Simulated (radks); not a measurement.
Problem. Isoelectronic series with 16 electrons, all held in the configuration [Ne] 3s2 3p4, which need not be the ground one along the series. All-electron calculation, scalar-relativistic Kohn-Sham, PBE, spin-polarised, spherical densities, point nucleus; open shells are filled with parallel spins first. Program: a radial shooting solver on a logarithmic mesh with Libxc functionals. Total energies (hartree) and mean radii <r> (bohr):

ion   E (hartree)  3p down   3p up  3s down
S      -399.07715    2.119   2.043    1.702
Cl+    -460.96189    1.727   1.692    1.495
Ar2+   -527.63187    1.479   1.458    1.334
K3+    -599.08322    1.302   1.288    1.205
Ca4+   -675.31841    1.166   1.156    1.099
Ti6+   -842.16683   0.9695  0.9633   0.9371
V7+    -932.79866   0.8954  0.8903   0.8732
Cr8+  -1028.25056   0.8322  0.8280   0.8175
Mn9+  -1128.53537   0.7777  0.7741   0.7687

Estimate the row of Sc5+.

Solution. E (hartree) -756.34348; 3p down 1.058; 3p up 1.050; 3s down 1.012.
